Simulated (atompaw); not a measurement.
# Pr PAW (atompaw): all-electron and pseudo phase curves

praseodymium (Pr), PAW, made with atompaw 4.2.0.5 (PBE, scalar-relativistic). Core [Kr] 4d10 4f2, reference 5s2 5p6 5d1 6s2 6p0. Waves: 5s (bound): rc 2.55 bohr; 6s (bound): rc 3.00 bohr; 5p (bound): rc 2.50 bohr; 6p (bound, empty): rc 2.45 bohr; 5d (bound): rc 3.00 bohr; 5d channel at 0.1 Ry: rc 3.00 bohr. Local part: bessel scheme, radius 2.45 bohr. Core correction: smooth core density matched at 1.85 bohr. Augmentation charge: besselshape compensation charge, radius 2.25 bohr; PAW radius 3.00 bohr; waves and projectors: custom polynom gramschmidtortho.

The phase is arctan(r·u′/u) with u = r·R(r), unwrapped; energies in Ry, scanned from -5 to 5 Ry. A pole is an energy at which the radial function vanishes at the test radius. The pseudo phase is shifted by a multiple of π to meet the all-electron one at the reference energy, and phase errors are pseudo minus all-electron; the curves can meet again beyond the range given. Levels narrower than the energy grid can be missing from the lists of poles.

**Question.** For each channel, where are the poles, and over which energies does the pseudopotential scatter like the atom?

**Answer.**

| channel | radius (bohr) | reference energy (Ry) | poles, all-electron | poles, pseudo | unbroken range about the reference energy with phases within 0.05 rad | phase error 1 Ry above the reference energy (rad) |
| --- | --- | --- | --- | --- | --- | --- |
| s | 3.02 | -0.28 | -3.03, 2.60 | -3.03, 2.47 | below 3.8 | -0.005 |
| p | 3.02 | -0.10 | -1.57, 3.82 | -1.57, 3.70 | the whole range | -0.007 |
| d | 3.02 | -0.22 | 0.54 | 0.54 | the whole range | +0.000 |

Phases in the s channel:

```json
{"E (Ry)": "-5.00", "all-electron": "1.401", "pseudo": "1.400"}
{"E (Ry)": "-4.52", "all-electron": "1.386", "pseudo": "1.386"}
{"E (Ry)": "-4.04", "all-electron": "1.364", "pseudo": "1.364"}
{"E (Ry)": "-3.56", "all-electron": "1.313", "pseudo": "1.313"}
{"E (Ry)": "-3.08", "all-electron": "-1.450", "pseudo": "-1.450"}
{"E (Ry)": "-2.60", "all-electron": "-1.750", "pseudo": "-1.750"}
{"E (Ry)": "-2.12", "all-electron": "-1.802", "pseudo": "-1.803"}
{"E (Ry)": "-1.64", "all-electron": "-1.855", "pseudo": "-1.856"}
{"E (Ry)": "-1.16", "all-electron": "-1.933", "pseudo": "-1.933"}
{"E (Ry)": "-0.68", "all-electron": "-2.079", "pseudo": "-2.079"}
{"E (Ry)": "-0.20", "all-electron": "-2.461", "pseudo": "-2.461"}
{"E (Ry)": "0.28", "all-electron": "-3.541", "pseudo": "-3.545"}
{"E (Ry)": "0.76", "all-electron": "-4.268", "pseudo": "-4.273"}
{"E (Ry)": "1.24", "all-electron": "-4.502", "pseudo": "-4.508"}
{"E (Ry)": "1.72", "all-electron": "-4.609", "pseudo": "-4.616"}
{"E (Ry)": "2.20", "all-electron": "-4.673", "pseudo": "-4.683"}
{"E (Ry)": "2.68", "all-electron": "-4.719", "pseudo": "-4.734"}
{"E (Ry)": "3.16", "all-electron": "-4.758", "pseudo": "-4.781"}
{"E (Ry)": "3.64", "all-electron": "-4.796", "pseudo": "-4.837"}
{"E (Ry)": "4.12", "all-electron": "-4.838", "pseudo": "-4.926"}
{"E (Ry)": "4.60", "all-electron": "-4.894", "pseudo": "-5.153"}
```
